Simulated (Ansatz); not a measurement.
Computed with Ansatz on PBE0-D4/def2-TZVP structures; ΔE is electronic, products minus reactants. CBS: MP2 limit from def2 TZ/QZ plus the TZ coupled-cluster correction, frozen cores. This one scheme is used for every species. For Br outer-core shells are correlated without core-valence functions, which leaves a few kJ/mol of doubt a bond. Scalar relativity is left out up to krypton. Each species was taken in one conformer, which may not be the lowest.

Consider the ligand exchange at the Si–O bond: `CO[SiH2][SiH](O)F` + HBr → `O[SiH](F)[SiH2]Br` + CH₃OH.

| species | HF/def2-TZVPP energy (Eh) |
| --- | --- |
| `CO[SiH2][SiH](O)F` | -869.27879 |
| HBr | -2573.00153 |
| `O[SiH](F)[SiH2]Br` | -3327.18663 |
| CH₃OH | -115.09501 |

(1) Work out ΔE.

Largest T1 diagnostic among the species: 0.012.

## Answers

(1) ΔE = (-3327.18663) + (-115.09501) − (-869.27879) − (-2573.00153) = -0.00132 Eh = -0.8 kcal/mol. CCSD(T)/CBS gives -3.5 kcal/mol.

In def2-TZVPP, CCSD(T) changes the Hartree–Fock value by −1.1 kcal/mol (the triples alone add −0.4 kcal/mol) and MP2 by −2.0 kcal/mol.
